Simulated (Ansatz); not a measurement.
**A relaxation, step by step**

BNH$_{4}$OF$_{2}$, singlet, PBE0-D4/def2-TZVP (Ansatz 0.2.0). Settings:

```yaml
hamiltonian: {xc: pbe0, dispersion: d4}
relax: {f_tol: 0.005, max_steps: 200}
```

Start, a step off a saddle point along its unstable mode:

```
9
angstrom
B -0.5134 0.3953 -0.2671
N 1.0214 -0.1020 -0.0335
F -1.0198 -0.1799 -1.4080
F -0.6022 1.7541 -0.2228
H 0.4969 -0.5403 0.7242
O -0.9374 -0.2810 0.9758
H 1.6923 0.6319 0.1855
H 1.4057 -0.6677 -0.7882
H -1.5432 -1.0105 0.8342
```

```
               step  energy less the last (meV)  largest force component (eV/Å)
                  1                       865.1                           2.227
                  3                       343.9                           1.500
                  5                       120.7                           2.319
                  7                        42.7                           0.060
                  9                        41.6                           0.070
                 11                        36.7                           0.036
                 13                        33.6                           0.091
15 (rejected trial)                        45.5                           1.196
                 17                        24.0                           0.199
                 19                        17.9                           0.284
21 (rejected trial)                         7.6                           0.368
                 23                         2.8                           0.193
                 25                         0.3                           0.004
                 27                         0.1                           0.008
29 (rejected trial)                         0.2                           0.136
                 31                         0.0                           0.013
                 32                         0.0                           0.002
```

Step 7, positions (Å) and forces (eV/Å):

| atom | x | y | z | Fx | Fy | Fz |
| --- | --- | --- | --- | --- | --- | --- |
| B1 | -0.582 | 0.291 | -0.158 | 0.018 | 0.016 | 0.001 |
| N2 | 1.064 | -0.095 | -0.019 | 0.037 | -0.050 | 0.054 |
| F3 | -0.954 | -0.255 | -1.373 | -0.011 | -0.019 | -0.044 |
| F4 | -0.560 | 1.668 | -0.183 | -0.011 | 0.042 | 0.000 |
| H5 | 1.198 | -0.697 | 0.788 | -0.025 | 0.028 | -0.032 |
| O6 | -1.188 | -0.295 | 0.972 | 0.060 | -0.013 | 0.013 |
| H7 | 1.617 | 0.748 | 0.097 | -0.017 | 0.003 | -0.002 |
| H8 | 1.379 | -0.582 | -0.852 | -0.013 | 0.004 | 0.003 |
| H9 | -1.973 | -0.783 | 0.728 | -0.037 | -0.010 | 0.006 |

Step 25, positions (Å) and forces (eV/Å):

```tsv
atom	x	y	z	Fx	Fy	Fz
B1	-0.567	0.135	-0.239	-0.001	-0.001	0.000
N2	1.062	-0.095	-0.030	0.001	-0.002	-0.001
F3	-0.878	-0.638	-1.344	0.001	-0.001	0.001
F4	-0.695	1.485	-0.518	0.002	-0.002	-0.001
H5	1.232	-1.060	0.234	0.001	0.000	-0.003
O6	-1.087	-0.300	1.001	-0.002	0.004	0.002
H7	1.399	0.511	0.711	-0.002	-0.001	0.002
H8	1.563	0.111	-0.888	-0.001	0.004	0.000
H9	-2.029	-0.148	1.072	0.000	-0.001	0.000
```

Step 27, positions (Å) and forces (eV/Å):

```csv
atom,x,y,z,Fx,Fy,Fz
B1,-0.567,0.131,-0.239,-0.008,-0.001,0.005
N2,1.062,-0.096,-0.030,0.008,-0.003,0.002
F3,-0.880,-0.659,-1.332,-0.002,-0.001,-0.002
F4,-0.694,1.477,-0.539,0.003,0.001,-0.001
H5,1.240,-1.069,0.197,-0.002,0.006,-0.002
O6,-1.085,-0.283,1.008,0.004,0.001,-0.001
H7,1.389,0.484,0.736,-0.001,-0.002,-0.004
H8,1.565,0.149,-0.876,-0.002,0.000,0.005
H9,-2.029,-0.134,1.076,0.000,-0.001,-0.002
```

Last step (32):

B1  (-0.566, 0.139, -0.236)
N2  (1.062, -0.096, -0.030)
F3  (-0.893, -0.661, -1.317)
F4  (-0.681, 1.482, -0.553)
H5  (1.237, -1.071, 0.190)
O6  (-1.082, -0.257, 1.018)
H7  (1.392, 0.478, 0.740)
H8  (1.565, 0.154, -0.875)
H9  (-2.034, -0.168, 1.063)
(Å)

Hardware: 4 CPU threads of an AMD EPYC, shared host. Wall time about 100 s.
